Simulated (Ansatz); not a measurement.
Consider the substitution at a C–Si bond: `BrC[SiH2]Br` + HBr → `BrCBr` + `[SiH3]Br`.

Calculated with Ansatz (gas phase, PBE0-D4/def2-TZVP geometries, no zero-point term in ΔE). CCSD(T)/CBS is the MP2 limit (def2-TZVPP, def2-QZVPP) plus CCSD(T) − MP2 in def2-TZVPP, frozen cores. DFT in def2-TZVPP. For Br outer-core shells are correlated without core-valence functions, which leaves a few kJ/mol of doubt a bond. Scalar relativity is left out up to krypton. Each species was taken in one conformer, which may not be the lowest.

Problem. Is it downhill or uphill in electronic energy at CCSD(T)/CBS, and by how much? (An estimate is asked.)

Solution. Computed: Uphill: ΔE = +0.77 eV.

Problem. What do these levels give: PBE0-D4, PBE, HF/def2-TZVPP, MP2/def2-TZVPP, CCSD/def2-TZVPP, MP2/def2-QZVPP? (Estimate.)

Solution. The calculation gave: PBE0-D4 0.75, PBE 0.67, HF/def2-TZVPP 0.71, MP2/def2-TZVPP 0.75, CCSD/def2-TZVPP 0.75, MP2/def2-QZVPP 0.76 eV.

Largest T1 diagnostic among the species: 0.008.

In def2-TZVPP, CCSD(T) changes the Hartree–Fock value by +0.04 eV (the triples alone add −0.00 eV) and MP2 by +0.04 eV. From PBE to PBE0 (25 % exact exchange), in def2-TZVPP and without D4, ΔE moves by +0.05 eV.
